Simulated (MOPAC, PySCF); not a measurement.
C4H4O2, SMILES `c1(O)cocc1` (H–O–C–C torsion 180°), neutral singlet in the gas phase. 

Cartesian coordinates (Å):
```xyz
10

O      1.9590    -0.6194     0.0712
C      0.6892    -0.1575     0.0352
C     -0.4368    -0.9966    -0.2060
C     -1.5133    -0.1768    -0.1647
O     -1.1453     1.0933     0.0809
C      0.2103     1.1027     0.2035
H      2.5597     0.1093     0.2469
H     -0.4257    -2.0595    -0.3831
H     -2.5695    -0.3500    -0.2880
H      0.6724     2.0544     0.4042
```
Charge 0, spin multiplicity 1.

All levels are single points at this geometry (PBE0-D3(BJ)/def2-TZVP); Pople sets use spherical d functions. Orbital energies aren't observables, and empty levels follow the basis.

| level | HOMO (eV) | LUMO (eV) | gap (eV) | dipole (D) | vertical IE, Delta-SCF (eV) |
|---|---|---|---|---|---|
| PBE-D3(BJ)/def2-TZVP in PySCF | -5.16 | -0.56 | 4.60 | 0.99 | 8.35 |
| PBE0-D3(BJ)/def2-TZVP in PySCF | -6.28 | 0.38 | 6.66 | 0.94 | 8.41 |
| ωB97X-D3(BJ)/def2-TZVP in PySCF | -8.61 | 2.53 | 11.14 | 0.90 | 8.54 |
| B3LYP/3-21G in PySCF | -5.80 | 0.78 | 6.59 | 1.13 | – |
| M06-2X/6-31G* in PySCF | -7.20 | 1.85 | 9.05 | 0.97 | – |
| PBE/6-31G* in PySCF | -4.77 | -0.02 | 4.75 | 1.07 | 8.12 |
| SVWN5/6-31G* in PySCF | -4.94 | -0.21 | 4.73 | 1.11 | 8.38 |
| HF/3-21G in PySCF | -8.70 | 4.67 | 13.37 | 0.87 | – |
| HF/6-31G* in PySCF | -8.42 | 4.72 | 13.13 | 0.80 | 7.19 |
| HF/STO-3G in PySCF | -6.77 | 7.90 | 14.66 | 0.83 | – |
| AM1 in MOPAC | -9.25 | 0.72 | 9.98 | 0.78 | – |
| PM6 in MOPAC | -9.31 | 0.41 | 9.72 | 0.90 | – |
| PM7 in MOPAC | -9.36 | 0.35 | 9.71 | 0.97 | – |
